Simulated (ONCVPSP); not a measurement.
tungsten (W): one change to an ONCV potential, before and after

| Property | Result |
| --- | --- |
| Element | W |
| Generator | ONCVPSP 4.0.1 |
| Type | optimised norm-conserving Vanderbilt (ONCV) |
| Functional | PBE |
| Relativity | fully relativistic |
| Frozen core | [Kr] 4d10 4f14 |
| Valence charge | 14 |
| Reference configuration | 5s2 5p6 5d4 6s2 |
| Partial waves | 5s+6s: rc 1.75 bohr, ncon 4, nbas 9, qcut 6.8 1/bohr, 2 projectors; 5p: rc 1.55 bohr, ncon 3, nbas 7, qcut 10.1 1/bohr, 2 projectors, debl 0.9 Ha; 5d: rc 2.50 bohr, ncon 4, nbas 9, qcut 6.2 1/bohr, 2 projectors, debl 2.7 Ha |
| Local potential | polynomial inside 1.25 bohr (lpopt 5, dvloc0 0 Ha) |
| Core correction | Teter function fitted to the true core (icmod 2), fcfact 0.25 |

Open shells are filled in proportion to 2j + 1.

In the p channel the program set the typed energies aside and used -1.487, 0.250 Ha (j = l + 1/2; the other j can differ).

All-electron outer shells of the reference configuration (PBE, scalar-relativistic, ld1.x):

```json
{"shell": "5s", "level (eV)": "-79.07", "outermost node (bohr)": "0.53", "outermost maximum (bohr)": "0.96"}
{"shell": "5p", "level (eV)": "-43.20", "outermost node (bohr)": "0.57", "outermost maximum (bohr)": "1.09"}
{"shell": "4f", "level (eV)": "-33.21", "outermost node (bohr)": "–", "outermost maximum (bohr)": "0.43"}
{"shell": "6s", "level (eV)": "-5.71", "outermost node (bohr)": "1.28", "outermost maximum (bohr)": "2.67"}
{"shell": "5d", "level (eV)": "-4.48", "outermost node (bohr)": "0.63", "outermost maximum (bohr)": "1.49"}
```

Change: p: qcut 7.7.

Cutoffs: the cutoffs (Ha) at which the residual kinetic energy of the hardest occupied pseudo-wave falls to 1 and 0.1 mHa per electron; they do not see the model core or the augmentation charge, which bear on the density cutoff. Errors are all-electron minus pseudo energies relative to the spin-unpolarised reference configuration.

Problem. What does the change do?

Solution. The potential gets softer (32 Ha and 38 Ha → 22 Ha and 26 Ha); of the 4 tests that both files solve, the error grows in 1 and shrinks in 0 by more than 15 % and 0.3 meV (median size 0.7 → 0.8 meV); neither file shows a bound ghost. The waves are optimised to have the least kinetic energy above qcut, so the cutoff follows it (qcut²/2 in Ha).

| quantity | base | changed |
| --- | --- | --- |
| cutoff, loose | 32 Ha | 22 Ha |
| cutoff, tight | 38 Ha | 26 Ha |
| loose cutoff by channel | s 17 Ha, p 32 Ha, d 13 Ha | s 17 Ha, p 22 Ha, d 13 Ha |
| bound ghosts | none | none |
| GHOST(+) flags under 300 eV | d5/2 at 84.2 eV, s at 137.4 eV | d5/2 at 84.2 eV, s at 137.4 eV |
| error for 5s2 5p6 5d4 6s1, meV [ΔE 8.89 eV] | +0.1 | +0.1 |
| error for 5s2 5p6 5d4 6s0, meV [ΔE 24.57 eV] | +1.0 | +1.1 |
| error for 5s2 5p6 5d3 6s0, meV [ΔE 49.94 eV] | +3.6 | +4.5 |
| error for 5s2 5p6 5d3 6s2, meV [ΔE 8.83 eV] | -0.3 | -0.5 |
| s: phases at 1.77 bohr within 0.05 rad from the reference energy up to (Ha; the scan ends near 5) | 4.6 | 4.6 |
| p3/2: phases at 1.57 bohr within 0.05 rad from the reference energy up to (Ha; the scan ends near 5) | to the end of the scan | 4.2 |
| p1/2: phases at 1.57 bohr within 0.05 rad from the reference energy up to (Ha; the scan ends near 5) | to the end of the scan | to the end of the scan |
| d5/2: phases at 2.54 bohr within 0.05 rad from the reference energy up to (Ha; the scan ends near 5) | 3.1 | 3.1 |
| d3/2: phases at 2.54 bohr within 0.05 rad from the reference energy up to (Ha; the scan ends near 5) | to the end of the scan | to the end of the scan |
| rms error of d²Exc/dni dnj with the model core, mHa | 3.49 | 3.49 |
